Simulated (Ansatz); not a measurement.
Geometry optimisation, Ansatz 0.2.0, RKS PBE0-D4/def2-SVP.

Input:

```yaml
crystal:
  periodic: [false, false, false]
  atoms:
    - { symbol: B, position_ang: [-0.273499, 0.39777, -0.268822] }
    - { symbol: F, position_ang: [0.00971, -0.11317, 2.188414] }
    - { symbol: H, position_ang: [0.791432, -0.154047, -0.386969] }
    - { symbol: O, position_ang: [-1.451357, -0.189798, -0.592121] }
    - { symbol: H, position_ang: [-1.342845, -1.107887, -0.853457] }
    - { symbol: O, position_ang: [-0.250855, 1.722578, 0.127008] }
    - { symbol: C, position_ang: [-1.431788, 2.471667, 0.269215] }
    - { symbol: H, position_ang: [-2.277205, 2.010789, -0.263484] }
    - { symbol: H, position_ang: [-1.701628, 2.558379, 1.33596] }
    - { symbol: H, position_ang: [-1.259907, 3.482879, -0.130763] }
    - { symbol: H, position_ang: [0.335844, 0.73114, 2.003718] }
basis:
  gaussian: { orbitals: def2-SVP }
hamiltonian:
  xc: pbe0
  dispersion: d4
relax:
  f_tol: 0.03
  max_steps: 50
output:
  orbitals: {}
```

Run as:

```bash
$ ansatz run input.yaml --threads 2 --pin off --max-ram 3072MiB --backend cpu --events-out ev --progress --plain --runs-dir out
```

**Question.** Where does it end, and by what steps?

**Answer.** The run converged. The force dipped under the threshold on the way, but the program's further checks kept it going. After 12 steps the energy has fallen by 0.154 eV; F2 moved furthest, 1.09 Å.

```
step  energy less start (eV)  largest force component (eV/Å)  accepted
   0                  0.0000                           0.900       yes
   1                 -0.0133                           2.017       yes
   2                 -0.1003                           1.038       yes
   3                 -0.1244                           0.567       yes
   4                 -0.1401                           0.272       yes
   5                 -0.1477                           0.099       yes
   6                 -0.1513                           0.108       yes
   7                 -0.1526                           0.168       yes
   8                 -0.1532                           0.123       yes
   9                 -0.1537                           0.030       yes
  10                 -0.1537                           0.066        no
  11                 -0.1539                           0.011       yes
  12                 -0.1540                           0.028       yes
```

```xyz
11
Properties=species:S:1:pos:R:3
B -0.348 0.227 -0.377
F 0.246 0.825 2.700
H 0.658 -0.442 -0.392
O -1.514 -0.162 -0.942
H -1.458 -1.028 -1.356
O -0.273 1.437 0.248
C -1.400 2.285 0.396
H -2.181 2.047 -0.338
H -1.803 2.166 1.413
H -1.068 3.325 0.263
H 0.289 1.131 1.815
```

Time of the run: 35 s on 2 threads of Arm Neoverse V1, on a shared host, peak memory 0.2 GiB.
